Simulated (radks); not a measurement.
The numbers below are computed, except where a source is named.
Problem. Species: Ge4-. Configuration: [Kr]. Level of theory: scalar-relativistic Kohn-Sham, PBEsol, spin-polarised, spherical densities, point nucleus; Watson sphere of charge +4 and radius 4.39 bohr (a radial shooting solver on a logarithmic mesh with Libxc functionals). Some entries of the table are withheld. Estimate them.

orbital,occ.,eigenvalue (eV),<r> (bohr),r(max) (bohr)
1s,2,-10949.09,0.04703,0.03075
2s,2,-1367.730,0.2102,0.1762
2p,6,-1195.166,0.1838,0.1412
3s,2,(1),0.6247,0.5426
3p,6,-112.5140,0.6473,0.5432
3d,10,(2),0.7379,0.5030
4s,2,-10.0423,2.375,1.796
4p,6,-4.0811,3.770,3.191

Solution. 
(1) 3s eigenvalue (eV): -165.2084
(2) 3d eigenvalue (eV): -26.4007
